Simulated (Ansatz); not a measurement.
Basis-set extrapolation for C₂H₇BFNS, SMILES `CB(S)C(N)F` (PBE0-D4/def2-TZVP geometry, frozen core, the Gaussian-basis code of Ansatz). Multiplicity 1, RHF reference.

```
                      def2-TZVPP   def2-QZVPP
                 HF  -656.072394  -656.094872
    MP2 correlation    -1.084881    -1.168712
CCSD(T) correlation    -1.180733      not run
```

Energies in hartree. Use E(X) = E(∞) + A·exp(−7.88·√X) for Hartree–Fock and E(X) = E(∞) + B·X^(−2.97) for correlation, with X = 3 and 4, and add CCSD(T) minus MP2 of the smaller set to the MP2 limit.

Problem. What is the CCSD(T) energy at the basis-set limit?

Solution. HF limit: -656.094872 + (-0.022478) × 0.13774 = -656.09797. MP2 limit: -1.168712 + (-0.083831) × 0.74074 = -1.23081. Higher-order term: -1.180733 − (-1.084881) = -0.09585. Total: -657.42463 hartree, 450.3 kJ/mol below CCSD(T)/def2-TZVPP.
